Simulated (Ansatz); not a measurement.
Consider the formal exchange of groups at a P–Si bond: `CC[SiH2]P` + `CSC` → `CSP` + `CC[SiH2]C`.

Computed with Ansatz on PBE0-D4/def2-TZVP structures; ΔE is electronic, products minus reactants. CBS: MP2 limit from def2 TZ/QZ plus the TZ coupled-cluster correction, frozen cores. Functionals use def2-TZVPP. One conformer a species, not always the lowest.

Question: Is it downhill or uphill in electronic energy at CCSD(T)/CBS, and by how much? (Best estimate.)

Answer: Computed: Downhill: ΔE = -30.9 kJ/mol.

Question: What do these levels give: revPBE-D4, r2SCAN-D4, r2SCANh-D4, PBE-QIDH, r2SCAN0, BHLYP, CAM-B3LYP, HF/def2-SVP, CCSD(T)/def2-SVP, SCS-MP2/def2-TZVPP, CCSD/def2-TZVPP, HF/def2-QZVPP? (An estimate is asked.)

Answer: Computed: revPBE-D4 -27.3, r2SCAN-D4 -31.6, r2SCANh-D4 -31.5, PBE-QIDH -30.0, r2SCAN0 -31.7, BHLYP -34.6, CAM-B3LYP -33.6, HF/def2-SVP -29.9, CCSD(T)/def2-SVP -21.0, SCS-MP2/def2-TZVPP -32.0, CCSD/def2-TZVPP -29.7, HF/def2-QZVPP -35.0 kJ/mol.

Largest T1 diagnostic among the species: 0.012.

Leaving LDA and LC-ωPBE aside and taking each functional with its dispersion term where it has one, the values, not all of them listed here, spread over 6.4 kJ/mol, from ωB97M-V to revPBE-D4. At CCSD(T), def2-SVP lies +10.0 kJ/mol from the extrapolated value and def2-TZVPP +1.9 kJ/mol.
